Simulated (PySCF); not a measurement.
A structure optimised at r2SCAN-D4/def2-SVP, used in a PySCF frequency run:

```xyz
8

Si     0.0000     0.0000     2.5827
Sn     0.0000     0.0000     0.0092
Cl     1.8785     1.0845    -0.8957
Cl    -1.8785     1.0845    -0.8957
Cl     0.0000    -2.1691    -0.8957
H      1.2317    -0.7111     3.0208
H     -1.2317    -0.7111     3.0208
H      0.0000     1.4222     3.0208
```
Charge 0, spin multiplicity 1.

**Question.** Write its SMILES, formula and point group.

**Answer.** [SiH3][Sn]([Cl])([Cl])[Cl], Cl₃H₃SiSn, C3v

**Question.** What are its rotational constants (standard atomic weights)?

**Answer.** 0.99780, 0.91404, 0.91404 GHz
